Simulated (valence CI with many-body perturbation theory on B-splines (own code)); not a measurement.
Which ion has this spectrum?

A relativistic CI+MBPT calculation for an atom or ion with 13 electrons gives these levels (× 10³ cm⁻¹):

```csv
J,Parity,E,g
1/2,odd,0.00,0.65
1/2,even,1380.9,2.10
3/2,odd,3126.4,1.32
3/2,even,4257.4,1.63
5/2,even,4407.0,1.33
3/2,even,4578.5,0.97
1/2,even,4661.9,1.26
3/2,even,5046.4,0.83
5/2,even,5677.9,1.19
3/2,odd,5928.6,1.03
3/2,odd,6036.8,0.75
5/2,odd,6135.1,1.02
1/2,odd,6353.1,0.40
3/2,odd,6410.1,1.28
```

The energies are calculated, and their last digits are not significant.

(1) Which is it?
A. Re62+
B. Pt65+
C. Hf59+
D. W61+

## Answers

(1) A. Re62+, ground level (3s^2 3p1/2) J=1/2.
